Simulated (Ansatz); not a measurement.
System: C4H5OSi, net charge 0, doublet state. It need not be the lowest isomer of its formula. 
Structure (B3LYP-D3(BJ)/def2-TZVP (Ansatz, a program for electronic structure) minimum search):
```
C
C 1 1.3646
H 2 1.0782 1 125.32
O 1 1.4079 2 107.52 3 180.00
C 4 1.3190 1 106.21 2 0.00
C 5 1.3536 4 114.46 1 0.00
H 6 1.0745 5 128.15 4 180.00
Si 1 1.8543 2 133.79 3 0.00
H 8 1.4797 1 106.04 2 0.00
H 8 1.4805 9 110.01 1 120.21
H 8 1.4805 9 110.01 10 119.58
```
Charge 0, spin multiplicity 2.

Total electronic energies in hartree. Valence correlation only, unless marked. UHF or UKS for open shells. No spin-orbit coupling. Non-relativistic unless marked X2C. CBS marks a two-point X^-3 extrapolation of the correlation energy; Hartree-Fock from the larger set.

The UHF reference is spin-contaminated (<S^2> 0.34 over the pure value in the largest basis). 

| level | program | energy (Eh) |
|---|---|---|
| HF/STO-3G | Ansatz | -511.88982 |
| HF/cc-pV(D+d)Z | Ansatz | -518.09323 |
| PBE-D4/def2-TZVPD | Ansatz + dftd4 | -519.70085 |
| revPBE/def2-TZVPD | Ansatz | -519.99605 |
| PBE0/6-31G* | Ansatz | -519.61634 |
| PBE0/def2-QZVPP | Ansatz | -519.75199 |
| r2SCAN0-D4/def2-TZVPD | Ansatz + dftd4 | -519.93710 |
| HSE06-D3(BJ)/def2-TZVPD | Ansatz + dftd3 | -519.71793 |
| HSE06/def2-TZVPD | Ansatz | -519.71135 |
| B2GP-PLYP-D4/def2-TZVPD | Ansatz + dftd4 | -519.72369 |
| B2PLYP-D3(BJ)/def2-TZVPD | Ansatz + dftd3 | -519.81674 |
| CCSD/cc-pV(Q+d)Z | Ansatz | -519.22036 |
| CCSD(T)/cc-pVTZ | Ansatz | -519.19327 |
| X2C-CCSD(T)/cc-pVTZ-DK | Ansatz | -519.90551 |
| CCSD(T)/CBS(cc-pV(T+d)Z,cc-pV(Q+d)Z) | Ansatz | -519.3169 |

Totals of different functionals don't rank their quality; only differences between species are comparable.
